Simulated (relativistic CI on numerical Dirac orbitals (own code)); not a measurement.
## Sensitivity of the levels of Tc¹³⁺ to α and to the nuclear radius

Computed by Dirac-Coulomb-Breit CI, separate exchange-only KLI orbitals for each configuration, derivatives by finite differences, unscaled Slater integrals, QED left out (own radial code, finite nucleus).

Configuration list (outside the closed core [Ar] 3d10): 4s2, 4s 4p, 4p2, 4s 4d, 4d2, 4s 4f, 4p 4d, 4f2. Levels of other configurations are missing.

With x = (α/α₀)² − 1 an excitation energy changes as ω = ω₀ + qx; K = 2q/ω₀ is the relative enhancement. Terms are leading LS components, so labels can repeat. The field-shift factor is F = δν/δ⟨r²⟩ for the transition from the lowest level.

Lowest level 4s2 1S_0.

```csv
Level,ω₀ (cm⁻¹),q (cm⁻¹),F (GHz/fm²)
4s 4p 3P°_0,211417,9735,-39.8
4s 4p 3P°_1,220419,16950,-40
4s 4p 3P°_2,246621,47080,-40.5
4s 4p 1P°_1,320960,41480,-41.1
4p2 3P_0,497822,28650,-81.5
4p2 3P_1,520038,58820,-82.1
4p2 1D_2,521608,58420,-79.2
4p2 3P_2,554369,93760,-80.5
4p2 1S_0,606736,88980,-81.4
4s 4d 3D_1,675522,50480,-39.6
4s 4d 3D_2,677736,52610,-39.6
4s 4d 3D_3,681337,56320,-39.6
4s 4d 1D_2,740418,56750,-44.5
4p 4d 3F°_2,897723,62800,-80.9
4p 4d 3F°_3,913732,78060,-80.8
4p 4d 1D°_2,929686,79110,-81.5
4p 4d 3F°_4,935473,104000,-80.9
4p 4d 3D°_1,950224,68540,-81.4
4p 4d 3P°_2,957568,90580,-81.6
4p 4d 3P°_0,971799,99160,-81.8
4p 4d 3P°_1,973998,99450,-81.8
4p 4d 3D°_3,974163,93740,-80.8
4p 4d 3D°_2,976883,101300,-81.8
```

At this charge energies of transitions that change n are usually good to better than 1 %, and those within a shell (Δn = 0) to a few per cent.

Which transition from the lowest level has the largest |K|?

4s 4p 3P°_2 at 246621 cm⁻¹, K = 0.382.
